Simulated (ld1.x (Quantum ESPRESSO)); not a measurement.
Ru (Z = 44), RRKJ: configuration errors across variants

```
Element                 : Ru (Z = 44)
Generator               : ld1.x (Quantum ESPRESSO) 7.5
Type                    : norm-conserving RRKJ (Kleinman–Bylander form)
Functional              : PBE
Relativity              : scalar-relativistic
Frozen core             : [Ar] 3d10
Valence charge          : 16
Reference configuration : 4s2 4p6 4d7 5s1 5p0
Partial waves           : 4s (bound): rc 1.65 bohr; 4p (bound): rc 1.75 bohr; 4d (bound): rc 1.35 bohr
Local potential         : the d channel
Core correction         : none
rho0                    : 0.001
```

Occupied shells without a wave of their own: 5s. They enter only through the test configuration that unscreens the potential.

All-electron excitation energies from the reference (eV): (1) 4s2 4p6 4d7 5s0 5p0 7.292; (2) 4s2 4p6 4d6 5s0 5p0 25.479; (3) 4s2 4p6 4d5 5s0 5p0 56.101; (4) 4s1 4p6 4d7 5s1 5p0 82.690; (5) 4s2 4p6 4d7 5s0 5p1 3.461; (6) 4s2 4p6 4d4 5s0 5p0 100.614; (7) 4s2 4p6 4d6 5s1 5p1 5.653.

On the changes marked as counting shells twice: ld1.x takes every shell without a wave as core, so the model core holds the marked electrons as well and exchange and correlation see them twice. This cancels in the reference configuration, but the file is broken for other ones, and its errors say nothing about a proper core correction.

2 further variants failed, have other tests or another functional or relativity, and are left out.

A true bound ghost makes a file unfit for plane-wave use even where its test errors are small: the radial tests pick states by their node count and pass the ghost by.

The file “type TM; rho0 0” misses its own reference levels by 0.4 eV.

Errors AE − PS in meV (a dash: test not solved or not reliable):

| change | (1) | (2) | (3) | (4) | (5) | (6) | (7) | bound ghosts |
| --- | --- | --- | --- | --- | --- | --- | --- | --- |
| base | +56 | +86 | +125 | -5.1 | +69 | +182 | +36 | none |
| local potential all-electron potential smoothed inside 1.75 bohr (lloc = -2) | -365 | -590 | -873 | +12 | -318 | -1198 | -20 | none |
| all radii scaled by about 0.80 (s 1.32, p 1.40, d 1.08 bohr) | +5.7 | +12 | +23 | -14 | +10 | +42 | +11 | none |
| type TM; rho0 0 | -587 | -905 | -1282 | -90 | -456 | -1692 | +52 | none |
| core correction a·sin(br)/r model core inside 0.66 bohr (5s counted twice) | -21 | -106 | -198 | -37 | +51 | -274 | +17 | none |

Task: Give the same row for: wave 4d (bound): rc 1.35 bohr becomes 4d (bound): rc 0.86 bohr.

Result: -14, -13, -1.1, +41, +31, +34, +72; bound ghosts: s.
